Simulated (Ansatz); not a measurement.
Molecule: sum formula H2SiO2Br (charge 0, doublet). It need not be the lowest isomer of its formula. SMILES: Br[Si](O)O
Geometry from a B3LYP-D3(BJ)/def2-TZVP (Ansatz, a quantum-chemistry and plane-wave program) optimisation:
```xyz
6

Si    -0.5479    -0.1695    -0.8849
Br     1.0149     0.0717     0.7441
O     -1.4318     1.2138    -1.0253
O     -1.6132    -1.3515    -0.5085
H     -0.9638     2.0543    -1.0420
H     -2.5263    -1.0904    -0.3416
```
Charge 0, spin multiplicity 2.

Computed values are from Ansatz. Cores are frozen in the correlated levels unless marked. Open shells are spin-unrestricted. No spin-orbit coupling. Frozen are the shells of the preceding noble gas and the d and f shells that filled before the atom's block. Non-relativistic. CBS(X,Y): correlation extrapolated as X^-3; Hartree-Fock from the larger set. [CCSD(T)-MP2]/basis is that difference in the basis named.

Task: What is the total energy at RI-MP2/CBS(def2-TZVPP,def2-QZVPP)+[CCSD(T)-MP2]/def2-TZVPP?

Result: -3013.4062 Eh.

Task: What is the dipole moment at CCSD(T)/def2-SVPD?

Result: 2.02 D.

Task: What is the atomisation energy De at RI-MP2/CBS(def2-TZVPP,def2-QZVPP)+[CCSD(T)-MP2]/def2-TZVPP?

Result: 514.0 kcal/mol.

Task: What is the T1 diagnostic at CCSD/def2-TZVPP?

Result: 0.014.
